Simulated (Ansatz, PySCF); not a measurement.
Complex: CHN (SMILES C#N) (first 3 atoms) with C2H6O (SMILES COC); geometry from B3LYP-D3(BJ)/def2-TZVP, rigid monomers moved along the line of their centres of mass till H3···O5 is 2.24 Å.
(charge 0, multiplicity 1):
```xyz
12

C     -0.293     0.188    -0.306
N     -0.362     0.310    -1.445
H     -0.227     0.074     0.765
C      0.112    -1.417     3.618
O     -0.082    -0.166     2.985
C     -0.030     0.927     3.883
H     -0.665    -1.602     4.368
H      1.093    -1.464     4.103
H      0.055    -2.184     2.847
H     -0.812     0.846     4.646
H     -0.188     1.834     3.302
H      0.946     0.982     4.379
```

Interaction energies are E(AB) − E(A) − E(B) at the monomers' geometry in the complex; basis-set methods are counterpoise corrected.

Frozen-core correlation.

Codes used: Ansatz (Gaussian basis) for Hartree–Fock, density functionals and correlated methods; PySCF for the dispersion terms. Each number belongs to the level named beside it.

PBE/def2-TZVPPD gives -4.75 kcal/mol for the interaction energy.

Q: How do the other levels lie against it? Give each less PBE: PBE-D3(BJ)/def2-TZVPPD, r2SCAN/def2-TZVPPD, B3LYP/def2-TZVPPD, wB97M-V/def2-TZVPPD, MP2/aug-cc-pVDZ, CCSD(T)/aug-cc-pVDZ.

A: PBE-D3(BJ)/def2-TZVPPD -0.69; r2SCAN/def2-TZVPPD -0.12; B3LYP/def2-TZVPPD 0.10; wB97M-V/def2-TZVPPD -0.69; MP2/aug-cc-pVDZ -0.43; CCSD(T)/aug-cc-pVDZ -0.32 kcal/mol. 1 of 6 lie above PBE; the widest gap is to PBE-D3(BJ)/def2-TZVPPD.

Ansatz is a first-principles code.
